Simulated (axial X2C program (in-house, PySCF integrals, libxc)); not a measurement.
Ω levels of SSmS²⁺ from open-shell CI on f(δφ)2 f(π)0

Computed with an axial X2C code built on PySCF integrals: two-component X2C with atomic mean-field Coulomb and Gaunt terms, basis S dyall-v2z, Sm dyall-v2z (cores contracted in-house). Orbitals come from Hartree–Fock averaged over the configuration Sm f(δφ)2 f(π)0; CI then distributes these electrons over the f(δφ), f(π) shells of Sm.

S–Sm–S held linear, both bonds 2.212 Å (near the minimum of the configuration average).

Lowest levels of this model:

```csv
Ω,energy (cm⁻¹),g∥,configuration
4,0,6.31,100% f(δφ)2
0,4928,0.00,100% f(δφ)2
5,7054,10.15,100% f(δφ)2
1,8426,2.79,100% f(δφ)2
6,12271,13.85,100% f(δφ)2
1,15924,2.71,99% f(δφ)2
2,16830,5.72,99% f(δφ)2
0,18190,0.00,97% f(δφ)2
0,21952,0.00,97% f(δφ)2
0,24616,0.00,99% f(δφ)2
```

g∥ is the magnitude of 2⟨Lz + ge Sz⟩ for the +Ω component.

Task: From Ω and g∥ of the lowest level, whose 2⟨Lz + ge Sz⟩ is positive, find ⟨Sz⟩ and ⟨Lz⟩ (ge = 2.0023).

Result: Ω = ⟨Lz⟩ + ⟨Sz⟩ = 4 and ⟨Lz⟩ + ge⟨Sz⟩ = 3.155, so ⟨Sz⟩ = -0.84 and ⟨Lz⟩ = 4.84.

Occupations of the active spinors in the lowest level by ω, shell by shell in order of energy: -7/2: 0.00; -5/2: 0.00 0.00; -3/2: 0.00 0.00; -1/2: 0.00; 1/2: 0.00; 3/2: 1.00 0.00; 5/2: 0.90 0.10; 7/2: 0.00. The leading determinant has weight 0.90 among 5.

This point took 2.2 s on 1 thread of Arm Neoverse V1 (shared host).

Dynamic correlation is missing, so gaps between terms are too wide and other configurations may lie lower; the lowest level listed is that of this model, not necessarily the ground state. At most 6 roots were kept for each Ω > 0 (twice that for Ω = 0) within 3.5 eV of the lowest, so higher up levels can be missing between those listed; levels with Ω > 0 are doubly degenerate and listed once, Ω = 0 levels singly. States that fill the shells left empty in the average are placed too high. Along the bond the averaged SCF switches between close solutions, so this one may not be the lowest. The molecule was held linear; bending was not examined.
